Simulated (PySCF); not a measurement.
Electron correlation in S³⁺ (sulfur, charge +3)

[Ne] 3s2 3p1, 2P determinant. Calculation: PySCF 2.14, in ANO-RCC-VTZP (5s4p2d1f, 34 functions); scalar relativity by spin-free X2C-1e. Frozen: 1s2; 11 electrons correlated.

| level | correlation energy (mhartree) |
| --- | --- |
| CCSD | -87.43 |
| (T) | -1.38 |
| CCSD(T) | -88.81 |

Diagnostics: T1 = 0.0054, D1 = 0.0237, largest double amplitude 0.105.

Cost of the coupled-cluster step: about 0.6 core-seconds, for 11 correlated electrons.

Iterations:

```
CC2 = 0
CCSD nocc = (np.int64(6), np.int64(5)), nmo = (33, 33)
frozen orbitals [[0], [0]]
max_cycle = 100
direct = 0
conv_tol = 1e-08
conv_tol_normt = 1e-06
diis_space = 8
diis_start_cycle = 0
Init t2, MP2 energy = -0.0673985336717276
Init E_corr(UCCSD) = -0.0673985336808305
cycle = 1  E_corr(UCCSD) = -0.0803162389593417  dE = -0.0129177053  norm(t1,t2) = 0.0473822
cycle = 2  E_corr(UCCSD) = -0.0846065918023375  dE = -0.00429035284  norm(t1,t2) = 0.0194163
cycle = 3  E_corr(UCCSD) = -0.0874344921561064  dE = -0.00282790035  norm(t1,t2) = 0.0087055
cycle = 4  E_corr(UCCSD) = -0.0874169017887254  dE = 1.75903674e-05  norm(t1,t2) = 0.000957262
cycle = 5  E_corr(UCCSD) = -0.0874298936480433  dE = -1.29918593e-05  norm(t1,t2) = 0.000117464
cycle = 6  E_corr(UCCSD) = -0.0874282246989704  dE = 1.66894907e-06  norm(t1,t2) = 1.92614e-05
cycle = 7  E_corr(UCCSD) = -0.0874281365675874  dE = 8.8131383e-08  norm(t1,t2) = 5.68896e-06
cycle = 8  E_corr(UCCSD) = -0.0874283007007214  dE = -1.64133134e-07  norm(t1,t2) = 1.32889e-06
cycle = 9  E_corr(UCCSD) = -0.0874282365154048  dE = 6.41853166e-08  norm(t1,t2) = 2.19771e-07
cycle = 10  E_corr(UCCSD) = -0.0874282482018296  dE = -1.16864248e-08  norm(t1,t2) = 5.26873e-08
cycle = 11  E_corr(UCCSD) = -0.0874282474560037  dE = 7.45825887e-10  norm(t1,t2) = 3.22962e-08
UCCSD converged
E(UCCSD) = -396.2513212166814  E_corr = -0.08742824745600371
UCCSD(T) correction = -0.00138056583487817
```
